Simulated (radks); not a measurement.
Results of a calculation; reference values are marked as such.
Effect of the nuclear size on neutral ruthenium, [Kr] 4d7 5s1. Code: a radial shooting solver on a logarithmic mesh with Libxc functionals. Model: Dirac Kohn-Sham, LDA (Slater exchange, Perdew-Wang correlation), spin-unpolarised, spherical densities, finite nucleus; open shells fill j = l - 1/2 first; Fermi nuclear charge, rms radius 4.4809 fm. The rms radius is varied about that value; shifts are against it.

rms radius (fm)  total energy shift (eV)  density at nucleus (e/bohr^3)  1s1/2 shift (meV)  2s1/2 shift (meV)  3p1/2 shift (meV)  4s1/2 shift (meV)  4p1/2 shift (meV)  5s1/2 shift (meV)
3.7012                            -0.618                      1.121e+05               -261              -28.4              0.357             -0.905              0.066             -0.058
4.1807                            -0.250                      1.105e+05               -106              -11.5              0.145             -0.367              0.027             -0.023
4.4809                                 0                      1.096e+05              0.000              0.000              0.000              0.000              0.000              0.000
4.9021                             0.377                      1.084e+05                159               17.3             -0.218              0.552             -0.040              0.035
5.274                              0.734                      1.075e+05                310               33.7             -0.425               1.08             -0.079              0.068

Slopes of the eigenvalues against <r^2> in GHz/fm^2, as finite differences over the two radii next to the reference (eigenvalue slopes, not the field-shift constants of lines): 1s1/2 9770, 2s1/2 1060, 3p1/2 -13.4, 4s1/2 33.9, 4p1/2 -2.49, 5s1/2 2.15.
